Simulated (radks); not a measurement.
The numbers below are computed, except where a source is named.
Question: Coherent X-ray form factor from a spherical all-electron density. Code: a radial shooting solver on a logarithmic mesh with Libxc functionals. Model: scalar-relativistic Kohn-Sham, PBE, spin-polarised, spherical densities, finite nucleus; Fermi nuclear charge, rms radius of each element as measured or else 0.836 A^(1/3) + 0.57 fm.

| sin(theta)/lambda (1/angstrom) | f0 (electrons) |
|---|---|
| 0.05 | 38.875 |
| 0.1 | 38.504 |
| 0.15 | 37.902 |
| 0.2 | 37.089 |
| 0.25 | 36.092 |
| 0.3 | 34.945 |
| 0.4 | 32.342 |
| 0.5 | 29.560 |
| 0.6 | 26.838 |
| 0.8 | 22.158 |
| 1 | 18.731 |
| 1.25 | 15.696 |
| 1.5 | 13.298 |
| 2 | 9.374 |

The species is in the configuration that NIST lists as its ground one. Which atom or ion scatters so?

Answer: The lanthanum ion La18+, [Kr] 4d3. Extrapolating in s^2 from the first two rows gives f0(0) = 39.0, near the electron count 39; among species with that count, the fall with angle is slower the higher Z, and the table is that of Z = 57; from so few rows the species is fixed only to a neighbour or two.
